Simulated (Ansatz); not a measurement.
Calculated with Ansatz (gas phase, PBE0-D4/def2-TZVP geometries, no zero-point term in ΔE). CCSD(T)/CBS adds triple-zeta CCSD(T) − MP2 to the extrapolated MP2 energy (def2 sets, frozen cores). DFT in def2-TZVPP. Elements past krypton have def2 core potentials. For Sn outer-core shells are correlated without core-valence functions, which leaves a few kJ/mol of doubt a bond. One conformer a species, not always the lowest.

Consider the formal exchange of groups at a B–Sn bond: `[BH2][SnH2][BH]F` + `C=NCF` → `C=NBF` + `[BH2][SnH2][CH2]F`.

`[BH2][SnH2][BH]F`:

Cartesian coordinates in Å:
```
B -1.866 -0.396 0.229
Sn 0.319 -0.272 0.696
B 1.421 0.668 -1.061
F 1.570 1.976 -1.107
H -2.606 0.488 0.540
H -2.307 -1.326 -0.376
H 0.984 -1.830 0.951
H 0.612 0.651 2.107
H 1.873 0.041 -1.981
```

`C=NCF`:

Z-matrix (Å, degrees):
```
C
N 1 1.412
F 1 1.386 2 115.2
H 1 1.094 2 108.7 3 -120.5
H 1 1.094 2 108.7 3 120.5
C 2 1.259 1 120.4 3 -0.1
H 6 1.089 2 118.4 1 -180.0
H 6 1.092 2 123.6 1 -0.0
```

`C=NBF`:

```xyz
7

C     0.893    0.648    0.707
N     0.044    0.049    0.035
B    -0.878   -0.664   -0.684
F    -1.569   -0.075   -1.667
H     1.947    0.684    0.408
H     0.630    1.175    1.632
H    -1.068   -1.817   -0.431
```

`[BH2][SnH2][CH2]F`:

```xyz
10

B     0.956    1.351    1.232
Sn   -0.631    0.557   -0.143
C    -0.158   -1.478   -0.752
F     1.138   -1.528   -1.250
H     1.325    2.484    1.175
H     1.442    0.633    2.054
H    -0.873    1.486   -1.559
H    -2.136    0.477    0.679
H    -0.223   -2.158    0.100
H    -0.838   -1.824   -1.534
```

| level | ΔE (kJ/mol) | difference from CCSD(T)/CBS |
| --- | --- | --- |
| r2SCAN-D4 | -89.5 | -1.9 |
| PBE0-D4 | -87.2 | 0.4 |
| r2SCAN | -89.4 | -1.8 |
| PBE0 | -87.0 | 0.6 |
| HF/def2-TZVPP | -86.9 | 0.7 |
| SCS-MP2/def2-TZVPP | -88.9 | -1.3 |
| HF/def2-QZVPP | -87.4 | 0.2 |
| MP2/def2-QZVPP | -90.9 | -3.3 |
| HF/CBS(def2) | -87.5 | 0.1 |
| MP2/CBS(def2) | -92.0 | -4.4 |
| CCSD(T)/CBS | -87.6 | 0 |

Largest T1 diagnostic among the species: 0.015.
